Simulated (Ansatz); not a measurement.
`[NH2][AlH][NH2]` and `[NH2][InH][NH2]` differ in one element.

Ansatz, PBE0-D4/def2-TZVP geometries, multiplicity 1. Each molecule was computed in one conformer, which needn't be the lowest.

Elements past krypton have def2 core potentials.

```tsv
property	`[NH2][AlH][NH2]`
HOMO energy (PBE0/def2-TZVPP) / eV	-6.93
zero-point energy (PBE0-D4/def2-TZVP) / kJ/mol	151.8
LUMO energy (PBE0/def2-TZVPP) / eV	0.48
HOMO–LUMO gap (PBE/def2-TZVPP) / eV	5.22
HOMO energy (PBE/def2-TZVPP) / eV	-5.53
LUMO energy (B3LYP/def2-TZVPP) / eV	0.18
```

(1) Give the same properties after the change, and the shifts. (Estimate.)

## Answers

(1) Computed: 
| property | `[NH2][InH][NH2]` | shift |
| --- | --- | --- |
| HOMO energy (PBE0/def2-TZVPP) / eV | -6.70 | 0.23 |
| zero-point energy (PBE0-D4/def2-TZVP) / kJ/mol | 146.2 | -5.6 |
| LUMO energy (PBE0/def2-TZVPP) / eV | -0.47 | -0.95 |
| HOMO–LUMO gap (PBE/def2-TZVPP) / eV | 4.20 | -1.02 |
| HOMO energy (PBE/def2-TZVPP) / eV | -5.34 | 0.19 |
| LUMO energy (B3LYP/def2-TZVPP) / eV | -0.74 | -0.92 |

With PBE0 the HOMO rises by 0.23 eV and the LUMO falls by 0.95 eV, so the gap narrows by about 1.18 eV. PBE moves the HOMO by 0.19 eV and ωB97M-V by 0.25 eV.

B3LYP here is the variant with VWN-RPA as its local correlation; programs differ in this.
